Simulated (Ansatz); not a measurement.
Reaction (cleavage of the B–B bond): `CB([SiH3])BCl` + CH₃SH → `CSBCl` + `CB[SiH3]`

Calculated with Ansatz (gas phase, PBE0-D4/def2-TZVP geometries, no zero-point term in ΔE). CBS: MP2 limit from def2 TZ/QZ plus the TZ coupled-cluster correction, frozen cores. This one scheme is used for every species. Functionals use def2-TZVPP. One conformer a species, not always the lowest.

```
        species  PBE0-D4 energy (Eh)
`CB([SiH3])BCl`           -841.37078
          CH₃SH           -438.53959
        `CSBCl`           -923.49719
     `CB[SiH3]`           -356.44704
```

Question: Work out ΔE.

Answer: ΔE = (-923.49719) + (-356.44704) − (-841.37078) − (-438.53959) = -0.03386 Eh = -88.9 kJ/mol. CCSD(T)/CBS gives -91.2 kJ/mol.

Largest T1 diagnostic among the species: 0.013.
